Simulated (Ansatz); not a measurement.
System: sum formula H₇BSi₂O₃, charge 0, multiplicity 1. SMILES: OB(O[SiH3])O[SiH3]
Geometry from a B3LYP-D3(BJ)/def2-TZVP (Ansatz, a program for electronic structure) optimisation:
```xyz
13

O     -0.8063     1.8792    -0.0501
B     -0.0586     0.7358     0.0255
O      1.2864     0.7957     0.2646
Si     2.3917    -0.4326     0.3989
O     -0.6726    -0.4726    -0.1411
Si    -2.2470    -0.8917    -0.4379
H     -0.2843     2.6767     0.0803
H      3.6966     0.2088     0.6592
H      2.0386    -1.3268     1.5231
H      2.4566    -1.2110    -0.8574
H     -2.7024    -0.3118    -1.7200
H     -3.1206    -0.4277     0.6617
H     -2.2777    -2.3664    -0.5151
```
Charge 0, spin multiplicity 1.

Parts of the frozen-core correlation energy in cc-pV(D+d)Z (Ansatz, hartree). Frozen orbitals: 14; correlated occupied orbitals by spin: 18 and 18; virtual: 105 and 105. Spin-orbit coupling is left out. No relativistic terms.

```csv
term,value
reference (HF),-831.48629
MP2 opposite-spin,___
MP2 same-spin,___
CCSD correlation,-0.88463
(T),___
T1 diagnostic,0.013
largest doubles amplitude,0.026
```

Problem. What belongs in the gaps?

Solution. 
- MP2 opposite-spin, value: -0.62963
- MP2 same-spin, value: -0.19902
- (T), value: -0.02067
